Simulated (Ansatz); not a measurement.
C₂H₅Cu⁺, that is Cu(C2H4)H with one electron fewer. Charge 1, multiplicity 2. Geometry r2SCAN-D4/def2-TZVP, that of the neutral singlet; atoms count from 1.

```xyz
8

Cu   -0.511   -1.107    0.494
C    -0.035    0.892    0.270
C     0.528    0.178   -0.745
H    -0.997    1.382    0.150
H     0.524    1.134    1.169
H     1.555   -0.172   -0.688
H     0.034    0.076   -1.707
H    -1.097   -2.384    1.058
```

(1) Estimate the Mulliken populations from the PBE0/def2-TZVP orbitals of Ansatz.

(2) Where does the spin sit?

(3) And the Mayer bond orders between bonded heavy atoms (over 0.3)?

## Answers

(1) 
```
atom  charge (e)  spin (α − β)  d electrons
 Cu1        0.19          0.67         9.66
  C2       -0.18         -0.01            –
  C3       -0.18         -0.01            –
  H4        0.22          0.00            –
  H5        0.22          0.00            –
  H6        0.22          0.00            –
  H7        0.22          0.00            –
  H8        0.29          0.36            –
```
Mulliken values and Mayer orders depend strongly on the basis.

(2) Summed by element: Cu 0.67, C -0.02, H 0.36, of 1 unpaired in all. Largest on single atoms: Cu1 0.67, H8 0.36, C3 -0.01.

(3) Cu1–C2 0.44 (2.07 Å); Cu1–C3 0.44 (2.07 Å); C2–C3 1.48 (1.36 Å).
